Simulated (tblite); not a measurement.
Species: CH7N2PSi.
SMILES with atom numbers: `[CH2:1]=[N:2][Si@H:3]([NH2:4])[PH2:5]` (hydrogens: H6, H7 on C1; H8 on Si3; H9, H10 on N4; H11, H12 on P5)

The geometry is computed with GFN2-xTB (gas phase).

(1) List the bond lengths, angles and torsions at this level.

Results:

(1) 
```
          bond  length (bohr)
         C1=N2          2.356
        N2–Si3          3.255
        Si3–N4          3.242
        Si3–P5          4.247
         C1–H6          2.055
         C1–H7          2.069
        Si3–H8          2.795
 N4–H9, N4–H10          1.899
P5–H11, P5–H12          2.616
```

Bonds in one row agree within 0.02 bohr and their mean is given. A selection of angles:
```
     angle  degrees
  N2–C1–H6    119.1
  N2–C1–H7    125.1
  H6–C1–H7    115.7
 C1–N2–Si3    133.9
 N2–Si3–N4    103.6
 N2–Si3–P5    105.2
 N2–Si3–H8    115.0
 N4–Si3–P5    104.9
 N4–Si3–H8    114.9
 P5–Si3–H8    112.2
 Si3–N4–H9    120.4
 H9–N4–H10    111.1
Si3–P5–H11     95.0
H11–P5–H12     92.0
```

Dihedral angles: C1–N2–Si3–N4 -143° (anticlinal).

N4 (silicon-bound nitrogen) has angles 120.4°, 119.7° and 111.1°, sum 351.2°, 0.20 Å off the plane of its three neighbours. N2 (C=N nitrogen) is bent (angle 133.9°). Si3 (SiH silicon) is distorted tetrahedral (angles from 103.6° to 115.0°). P5 (three-coordinate phosphorus) is pyramidal (angles 95.0°, 94.6° and 92.0°, sum 281.6°, 0.84 Å off the plane of its three neighbours).

Point group: C1 (no symmetry element, even within 0.4 Å). Its GFN2-xTB frequencies are all real (lowest 46 cm⁻¹). The numbers are those of one conformer (C1–N2–Si3–N4 -143°, N2–Si3–N4–H 62° and -154°, N2–Si3–P5–H -60° and -152°). 2 starts were optimised and ended at 0.00 and 0.28 kcal/mol (GFN2-xTB); the lowest of these is shown.

Hardware: one thread of an Arm Neoverse N1 (shared host). Cost: 0.74 s wall. These figures are those of the optimisation.
